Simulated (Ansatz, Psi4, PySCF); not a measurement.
C₅H₉O₂ (SMILES CCCCO[C]=O), doublet, geometry from GFN2-xTB. Base run: BHANDHLYP/STO-3G (PySCF).

Input for PySCF:
```python
from pyscf import gto, scf, dft

mol = gto.Mole()
mol.atom = '''
    C     3.000444    0.797597    0.665710
    C     2.045871   -0.275845    0.158005
    C     0.592722    0.077869    0.472804
    C    -0.359213   -0.990796   -0.035625
    O    -1.754664   -0.657624    0.318519
    C    -2.412810    0.182404   -0.375233
    O    -2.207495    0.845031   -1.351742
    H     2.909567    0.910949    1.743492
    H     4.028776    0.532297    0.433618
    H     2.779207    1.755238    0.200530
    H     2.293477   -1.233481    0.621048
    H     2.164284   -0.387380   -0.921734
    H     0.339606    1.031777    0.004304
    H     0.464880    0.186101    1.552047
    H    -0.182264   -1.955186    0.441156
    H    -0.302347   -1.086945   -1.122644
'''
mol.basis = 'sto-3g'
mol.charge = 0
mol.spin = 1
mol.verbose = 4
mol.build()

mf = dft.UKS(mol)
mf.xc = 'bhandhlyp'
mf.kernel()
```

The same geometry, method and basis name were run in Ansatz (a program for electronic structure) and Psi4 and PySCF, at each program's defaults and at the settings that a row names. The base is PySCF at its defaults. Differences at the defaults can come from grids, fitting, cores and function types together.

```
code and settings                                                                             ΔE vs base (µEh)  basis functions      E (Eh)  SCF cycles  dipole (D)
--------------------------------------------------------------------------------------------  ----------------  ---------------  ----------  ----------  ----------
PySCF, defaults (exact integrals, its default grid, spherical functions)                                   0.0               44  -341.71601          13        2.68
Psi4, defaults (density fitting with its default set, its default grid, spherical functions)             -1542               44  -341.71755          10        2.68
Ansatz, defaults (factorised integrals, its default grid, spherical functions)                            21.9               44  -341.71599           -           -
PySCF, density fitting with def2-universal-jkfit                                                         -1550               44  -341.71756          13        2.68
PySCF, fine grid                                                                                           7.8               44  -341.71600          13        2.68
Psi4, exact integrals, spherical functions, fine grid                                                      7.8               44  -341.71600          15        2.68
Ansatz, high accuracy                                                                                      8.5               44  -341.71600           -           -
```

Open shells are given as the SCF converged; they aren't shown to be the lowest states, and a large step between rows can be another state.
